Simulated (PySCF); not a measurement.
Geometry:
| atom | x (Å) | y (Å) | z (Å) |
| --- | --- | --- | --- |
| O1 | 2.829 | -0.553 | 0.333 |
| Si2 | 1.561 | 0.349 | -0.239 |
| S3 | 0.111 | 1.031 | 1.188 |
| C4 | -1.190 | -0.172 | 0.724 |
| C5 | -1.290 | -0.317 | -0.780 |
| S6 | 0.305 | -0.837 | -1.514 |
| H7 | 2.602 | -1.400 | 0.730 |
| H8 | 2.230 | 1.510 | -0.869 |
| H9 | -0.985 | -1.143 | 1.200 |
| H10 | -2.130 | 0.223 | 1.139 |
| H11 | -1.609 | 0.629 | -1.242 |
| H12 | -2.018 | -1.098 | -1.048 |

Geometry: PBE0-D3(BJ)/def2-SVP; GIAO absolute shieldings from PySCF, gas phase, non-relativistic, averaged over equivalent atoms.

At PBE0/aug-cc-pVDZ (204 basis functions, 30 s wall time on 1 thread of an Arm Neoverse V1, shared host):
```csv
atoms,σ (ppm)
O1,263.3
Si2,395.1
S3/S6,611.4
C4/C5,153.7
H8,25.22
H9/H12,28.31
H10/H11,28.40
H7,30.42
```

Predict the values at PBE0/def2-TZVP on the same geometry.

## Answers


| atoms | σ at PBE0/def2-TZVP | change |
| --- | --- | --- |
| O1 | 251.1 | -12.2 |
| Si2 | 311.5 | -83.6 |
| S3/S6 | 548.3 | -63.1 |
| C4/C5 | 145.3 | -8.4 |
| H8 | 25.35 | +0.13 |
| H9/H12 | 28.54 | +0.23 |
| H10/H11 | 28.61 | +0.21 |
| H7 | 30.34 | -0.08 |

The largest change is at Si2 (silicon bonded to O, 2 S, H, in a 5-membered ring). Cost: 240 basis functions, 39 s wall time on 1 thread of an Arm Neoverse V1, shared host.
